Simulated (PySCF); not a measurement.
W(O)2(F)(NH2) (FH₂NO₂W), SMILES [W]([F])(=[O])([NH2])=[O], multiplicity 1. The structure is a stationary point at PBE0-D3(BJ)/def2-SVP. The multiplicity is an assumed one; no other spin state was optimised. The structure was generated by enumeration; whether it is a known compound was not checked. The def2 effective core potentials stand for the cores of W; spin–orbit coupling is left out. Other conformers were not sampled.

Computed equilibrium geometry at PBE0-D3(BJ)/def2-SVP (PySCF confirms it by a frequency run) as a Z-matrix, and its point group (one conformer of several):
point group Cs.
```
W
O 1 1.7030
O 1 1.7030 2 109.72
F 1 1.8736 2 110.40 3 121.90
N 1 1.9291 2 107.01 3 -115.76
H 5 1.0172 1 123.79 2 -23.71
H 5 1.0172 6 110.96 1 -166.66
```
Charge 0, spin multiplicity 1.
